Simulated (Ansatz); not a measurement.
Reaction (substitution at a C–C bond): `C=CCO` + `C1N[SiH2]O1` → `OCN1CO[SiH2]1` + ethylene

Isolated molecules relaxed with PBE0-D4/def2-TZVP in Ansatz; ΔE leaves out vibrations. CCSD(T)/CBS adds triple-zeta CCSD(T) − MP2 to the extrapolated MP2 energy (def2 sets, frozen cores). This one scheme is used for every species. Functionals use def2-TZVPP. B3LYP here is the variant with VWN-RPA as its local correlation; programs differ in this. One conformer a species, not always the lowest.

```tsv
level	ΔE (kJ/mol)	difference from CCSD(T)/CBS
PBE-D4	8.4	-1.4
r2SCAN-D4	9.5	-0.3
PBE0-D4	8.7	-1.1
B3LYP-D4	5.5	-4.3
ωB97X-V	7.4	-2.4
ωB97M-V	8.6	-1.2
B2PLYP	9.0	-0.8
PBE	11.1	1.3
r2SCAN	10.5	0.7
PBE0	11.2	1.4
B3LYP	9.5	-0.3
HF/def2-TZVPP	7.3	-2.5
MP2/def2-TZVPP	9.2	-0.6
SCS-MP2/def2-TZVPP	8.4	-1.4
CCSD/def2-TZVPP	7.9	-1.9
CCSD(T)/def2-TZVPP	7.5	-2.3
HF/def2-QZVPP	7.5	-2.3
MP2/def2-QZVPP	10.6	0.8
SCS-MP2/def2-QZVPP	9.8	0.0
HF/CBS(def2)	7.6	-2.2
MP2/CBS(def2)	11.5	1.7
CCSD/CBS(def2)	10.2	0.4
CCSD(T)/CBS	9.8	0
```

Largest T1 diagnostic among the species: 0.011.

The D4 term adds −4.0 kJ/mol with B3LYP and −2.5 kJ/mol with PBE0; it sums over pairs of atoms, weighted by their polarisabilities, and B3LYP, whose exchange is more repulsive, gets the larger term.
